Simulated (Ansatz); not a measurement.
Reaction (ligand exchange at the Sn–Cl bond): `[SiH3][N]([SiH3])[Sn][Cl]` + NH₃ → `[NH2][Sn][N]([SiH3])[SiH3]` + HCl

Calculated with Ansatz (gas phase, PBE0-D4/def2-TZVP geometries, no zero-point term in ΔE). CBS: MP2 limit from def2 TZ/QZ plus the TZ coupled-cluster correction, frozen cores. This one scheme is used for every species. Functionals use def2-TZVPP. B3LYP here is the variant with VWN-RPA as its local correlation; programs differ in this. HSE06 is defined as in plane-wave codes. def2 core potentials past Kr. For Sn outer-core shells are correlated without core-valence functions, which leaves a few kJ/mol of doubt a bond. One conformer a species, not always the lowest.

| level | ΔE (kJ/mol) | difference from CCSD(T)/CBS |
| --- | --- | --- |
| PBE-D4 | 103.6 | 1.6 |
| revPBE-D4 | 102.1 | 0.1 |
| BLYP-D4 | 103.1 | 1.1 |
| B97M-V | 108.7 | 6.7 |
| PBE0-D4 | 106.2 | 4.2 |
| B3LYP-D4 | 105.5 | 3.5 |
| r2SCANh-D4 | 105.3 | 3.3 |
| r2SCAN0-D4 | 106.6 | 4.6 |
| HSE06-D4 | 106.7 | 4.7 |
| BHLYP-D4 | 109.8 | 7.8 |
| CAM-B3LYP-D4 | 100.7 | -1.3 |
| ωB97X-V | 102.0 | 0.0 |
| ωB97M-V | 103.1 | 1.1 |
| B2PLYP | 102.8 | 0.8 |
| PBE-QIDH | 104.0 | 2.0 |
| PBE | 104.0 | 2.0 |
| revPBE | 106.3 | 4.3 |
| BLYP | 104.3 | 2.3 |
| r2SCAN | 104.6 | 2.6 |
| PBE0 | 106.4 | 4.4 |
| B3LYP | 105.9 | 3.9 |
| r2SCANh | 105.5 | 3.5 |
| r2SCAN0 | 106.8 | 4.8 |
| BHLYP | 108.3 | 6.3 |
| LC-ωPBE | 98.5 | -3.5 |
| RPA@PBE/def2-TZVPP | 91.1 | -10.9 |
| HF/def2-SVP | 120.3 | 18.3 |
| MP2/def2-SVP | 98.7 | -3.3 |
| CCSD/def2-SVP | 100.5 | -1.5 |
| CCSD(T)/def2-SVP | 98.5 | -3.5 |
| HF/def2-TZVPP | 112.7 | 10.7 |
| MP2/def2-TZVPP | 99.1 | -2.9 |
| SCS-MP2/def2-TZVPP | 98.8 | -3.2 |
| CCSD/def2-TZVPP | 97.0 | -5.0 |
| CCSD(T)/def2-TZVPP | 95.5 | -6.5 |
| HF/def2-QZVPP | 113.0 | 11.0 |
| MP2/def2-QZVPP | 103.0 | 1.0 |
| SCS-MP2/def2-QZVPP | 102.4 | 0.4 |
| HF/CBS(def2) | 113.0 | 11.0 |
| CCSD/CBS(def2) | 103.5 | 1.5 |
| CCSD(T)/CBS | 102.0 | 0 |

**Question.** What do rigid-rotor, harmonic-oscillator terms from PBE0-D4/def2-TZVP frequencies (298.15 K, 1 bar) make of the CCSD(T)/CBS value? (An estimate is asked.)

**Answer.** Computed: ΔZPE = -10.6 kJ/mol, ΔH = +92.0 kJ/mol, ΔS = 3 J/(mol·K), ΔG = +91.0 kJ/mol. Modes under 50 cm⁻¹ make the entropy rough.

Largest T1 diagnostic among the species: 0.016.

In def2-TZVPP, CCSD(T) changes the Hartree–Fock value by −17.1 kJ/mol (the triples alone add −1.5 kJ/mol) and MP2 by −13.5 kJ/mol. At CCSD(T), def2-SVP lies −3.5 kJ/mol from the extrapolated value and def2-TZVPP −6.5 kJ/mol. Leaving LDA and LC-ωPBE aside and taking each functional with its dispersion term where it has one, the values spread over 9.0 kJ/mol, from CAM-B3LYP-D4 to BHLYP-D4. LDA lies −8.9 kJ/mol from PBE without D4.

CCSD(T)/CBS has its own doubt, a few kJ/mol and more with outer-core shells, so smaller differences from it don't rank the levels.
